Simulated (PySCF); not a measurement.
Ethylboronic acid, C2H7BO2.
Bonds: C1–C2, C2–B3, B3–O4, B3–O5. Hydrogens: H6, H7, H8 on C1; H9, H10 on C2; H11 on O4; H12 on O5.

Computed by this run: PBE0-D3(BJ)/def2-SVP geometry optimisation, gas phase in PySCF 2.14.0; density fitting, grid level 1; the optimiser is geomeTRIC in internal coordinates, started from a GFN2-xTB structure with every atom displaced at random (about 0.01 Å).

Step 0: E = -6948.7811 eV
```
atom  x, y, z in Å  |  force x, y, z in eV/Å
C1     -1.5517    0.0998    0.2066   -0.250   1.892  -0.583
C2     -0.3056    0.3429   -0.6230    0.434  -0.043   0.951
B3      1.0113   -0.1190    0.1336    0.821  -0.160  -0.263
O4      1.2636    0.2851    1.4102   -2.216   0.854  -0.788
O5      1.9936   -0.8984   -0.4418    0.071   0.504   1.543
H6     -1.4888    0.6384    1.1557    0.019  -0.050   0.311
H7     -2.4364    0.5062   -0.3208    0.007  -0.221   0.139
H8     -1.7058   -0.9295    0.3885   -0.318  -1.591   0.389
H9     -0.2228    1.4194   -0.8249    0.106   0.162  -0.145
H10    -0.4069   -0.1659   -1.5718    0.048  -0.238  -0.746
H11     2.0422   -0.0357    1.8029    1.684  -0.771   0.543
H12     1.8470   -1.1715   -1.3242   -0.406  -0.337  -1.350
```

Question: Estimate the geometry and energy of step 1. (The exact step hangs on the optimiser's Hessian estimate; all steps are aligned on step 0, rigid shifts and turns removed.)

Answer: E = -6948.9219 eV, largest force 0.801 eV/Å
```
atom  x, y, z in Å  |  force x, y, z in eV/Å
C1     -1.5420    0.1491    0.2247   -0.043  -0.406   0.117
C2     -0.2931    0.3058   -0.6354   -0.053  -0.030  -0.206
B3      1.0308   -0.1137    0.1158   -0.183  -0.091  -0.093
O4      1.1376    0.2190    1.4242    0.601  -0.143   0.510
O5      2.0641   -0.8057   -0.4500   -0.019  -0.145  -0.389
H6     -1.4372    0.6969    1.1716   -0.005   0.011   0.028
H7     -2.4468    0.5114   -0.2813   -0.075   0.048  -0.051
H8     -1.7175   -0.9183    0.4841    0.041   0.327  -0.051
H9     -0.1818    1.3683   -0.9234    0.030  -0.008  -0.025
H10    -0.4145   -0.2462   -1.5888    0.054   0.071   0.090
H11     1.9662   -0.1207    1.8090   -0.442   0.233  -0.225
H12     1.8739   -1.0742   -1.3595    0.094   0.133   0.295
```

The energy changes by -0.1408 eV. The first-order estimate −F·Δx gives -0.3627 eV and the mean of the old and new forces, exact on a quadratic surface, -0.1431 eV. The step makes an angle of 77° with the force vector and moves no atom by more than 0.143 Å.

The cost below is that of the whole optimisation. Hardware: an Arm Neoverse V1 with one thread, no GPU (shared host). Cost: 22 s wall, 0.43 GiB resident at most.
